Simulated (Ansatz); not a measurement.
Cl2F2H2Si2 (`F[Si@H](Cl)[Si@@H](F)Cl`), relaxed with RKS PBE-D4/def2-SVP in the Gaussian-basis code of Ansatz from a rough embedded geometry. The force threshold is 0.03 eV/Å; the program also tests the step.

Charge 0, multiplicity 1.

Start:

```xyz
8

F    -1.770   -0.597   -1.326
Si   -1.094    0.312   -0.184
Cl   -2.238    0.149    1.523
Si    1.121   -0.293    0.201
F     1.747    0.581    1.298
Cl    2.213   -0.149   -1.519
H    -1.209    1.712   -0.607
H     1.229   -1.715    0.614
```

(1) By how much does the energy fall, and how many steps does the optimiser take? (Estimate.)

(2) Which bonds change most? (Best estimate.)

(3) Give the relaxed structure. (An estimate is asked.)

Results:

(1) Computed: 6.65 kcal/mol, in 4 steps.

(2) The calculation gave: Si4–F5 from 1.536 to 1.637 Å; Si2–H7 from 1.467 to 1.498 Å; Si4–Cl6 from 2.043 to 2.073 Å; F1–Si2 from 1.609 to 1.637 Å.

(3) The calculation gave: 
```xyz
8

F    -1.737   -0.617   -1.348
Si   -1.099    0.359   -0.198
Cl   -2.177    0.113    1.555
Si    1.099   -0.360    0.200
F     1.739    0.617    1.347
Cl    2.169   -0.112   -1.558
H    -1.222    1.777   -0.664
H     1.229   -1.777    0.666
```
